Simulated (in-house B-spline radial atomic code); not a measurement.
Atomic self-consistent-field run: Fe III (Fe2+) (an excited or competing configuration). Method: scalar-relativistic (X2C) BHandHLYP, spin-polarised, spherical fractional occupations, Fermi nucleus of rms radius 3.7377 fm. Calculated with a radial B-spline atomic code at the basis-set limit.

Command:
```bash
python run_scf.py task.json out
```
Settings (nuclear radius in fm, mass in u):
```
Z                26
configuration    [Ne] 3s2 3p5 3d6 4d1
hamiltonian      x2c
method           bhandhlyp
spin_polarised   True
nucleus          fermi
rms_radius       3.7377
atomic_mass      55.93494
speed_of_light   137.035999084
```

Output (hartree, bohr):
```
 radial grid: 74 intervals, B-splines of order 8, outer radius 38.5185 bohr

 iter        energy (Eh)    residual
    1       -1254.051547    5.18e-01
    2       -1261.992856    5.31e-01
    3       -1268.252140    1.24e-01
    4       -1268.702546    1.95e-02
    5       -1268.718499    1.55e-02
    6       -1268.724047    2.31e-03
    7       -1268.724203    2.01e-04
    8       -1268.724204    1.99e-05
    9       -1268.724204    1.11e-06
   10       -1268.724204    1.92e-07

 total energy                     -1268.72420
 kinetic                            1286.2633
 electron-nucleus                  -3010.5580
 Hartree                             510.4719
 exact exchange                      -26.7053
 exchange-correlation                -28.1960

 orbital      occ     eigenvalue          <r>       <r^2>       <1/r>       r_max
 1s up      1.000      -261.7458    0.0581201  0.00455572     26.3339     0.03792
 1s down    1.000      -261.7176    0.0581142  0.00455467     26.3359     0.03792
 2s up      1.000       -32.5748     0.266192   0.0837507      5.6255       0.222
 2s down    1.000       -32.4434     0.265459   0.0832154     5.63894      0.2218
 2p up      3.000       -27.9015     0.235366   0.0681108     5.45917      0.1797
 2p down    3.000       -27.7633     0.234633   0.0675936     5.47031      0.1795
 3s up      1.000        -5.1799     0.799747    0.735851      1.7745      0.6975
 3s down    1.000        -4.7558     0.808093    0.752689     1.75156      0.6993
 3p up      3.000        -3.8238     0.837529    0.821719     1.63704      0.7086
 3p down    2.000        -3.2733     0.857969      0.8662     1.59652      0.7147
 3d up      5.000        -1.6638      0.95508     1.13531     1.34158      0.6901
 3d down    1.000        -1.0615      1.10333     1.57183     1.21063      0.7274
 4d up      1.000        -0.3373      4.16882     19.7419    0.301648       3.637
```

Time taken, with all properties: 0.27 s on 1 thread of Arm Neoverse V1, on a shared host.

Caution: exact exchange at fractional occupations of open shells leaves self-interaction of up to several eV.

One-electron X2C: radii and densities carry no picture-change correction, so inner-shell <1/r> comes out high (for 1s by about 2 % at Z = 33, 5 % at 54, 10 % at 75, 30 % at 118) and <r> low.
